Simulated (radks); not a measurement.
Results of a calculation; reference values are marked as such.
Species: Ce52+. Configuration: [He] 2s2 2p2 (the NIST ground configuration).

Code: a radial shooting solver on a logarithmic mesh with Libxc functionals. Model: scalar-relativistic Kohn-Sham, OLYP, spin-polarised, spherical densities, finite nucleus; open shells are filled with parallel spins first (spin-orbit coupling, left out, can overturn this in heavy ions); Fermi nuclear charge, rms radius 4.8771 fm.

Energy parts (Ry):
total: -10175.8067
kinetic: 11067.9798
electron-nucleus: -21630.4028
Hartree: 521.2574
exchange-correlation: -134.6411

Orbitals (lengths in bohr, moments of r in powers of bohr; r(max) is where P^2 peaks; r(90%) holds 90 % of the orbital's charge):
\begin{tabular}{lrrrrrr}
orbital & occ. & eigenvalue (Ry) & <1/r> & r(max) & r(90%) & <r^4> \\ \hline
1s up & 1 & -3320.146 & 63.45 & 0.01573 & 0.0442 & 1.747e-06 \\
1s down & 1 & -3318.019 & 63.51 & 0.01572 & 0.0441 & 1.739e-06 \\
2s up & 1 & -784.9853 & 15.32 & 0.08674 & 0.155 & 0.0002379 \\
2s down & 1 & -780.7562 & 15.26 & 0.08690 & 0.155 & 0.0002406 \\
2p up & 2 & -744.4767 & 14.47 & 0.06916 & 0.141 & 0.0001639 \\
2p down & 0 & -739.0256 & 14.42 & 0.06943 & 0.142 & 0.0001668 \\
\end{tabular}

The highest occupied level is 2p up at -10129.1 eV. The electron density at the nucleus is 3.923e+05 e/bohr^3 (large components only).
